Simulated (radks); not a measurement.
Spherical quantum dot in the effective-mass picture: electrons in a hard-walled sphere of radius 2.86, all in effective atomic units (hartree* = m*/eps^2 hartree, bohr* = eps/m* bohr), one dielectric constant everywhere. Method: non-relativistic Kohn-Sham, r2SCAN, spin-polarised, spherical densities, generalised Kohn-Sham scheme; computed with a radial shooting solver with Libxc functionals. Levels are named by radial order and angular momentum (1s, 1p, 1d, 2s, ...), and open shells are averaged over m. Results are scaled to m* = 0.267 and eps = 11.5, for which hartree* = 54.94 meV and bohr* = 2.279 nm.

N = 23, configuration 1s2 1p6 1d10 1f(up 5, down 0). This is the lowest configuration that the search found. Occupied and some empty levels:

level,occupation,eigenvalue (meV),<r> (nm)
1s up,1,598.16,4.287
1s down,1,602.71,4.238
1p up,3,617.41,4.485
1p down,3,622.74,4.457
1d up,5,650.02,4.648
1d down,5,656.17,4.632
1f up,5,694.23,4.782
1f down,0,701.12,4.774
2s up,0,716.98,2.897
2s down,0,720.06,2.930
1g up,0,749.02,4.894
1g down,0,756.56,4.891
2p up,0,778.56,3.402
2p down,0,781.99,3.422
2d up,0,850.52,3.716
2d down,0,854.73,3.723

Energy (meV): total 8557.71, kinetic 2677.9, external 0, Hartree 6632.5, exchange-correlation -752.67.

Electron density:

r (nm),n(r) (e/nm^3)
0.349,0.001514
0.836,0.001992
1.32,0.003084
1.81,0.005188
2.30,0.008839
2.78,0.01456
3.27,0.02227
3.75,0.03087
4.24,0.03746
4.73,0.03796
5.21,0.02953
5.70,0.01486
6.19,0.002626
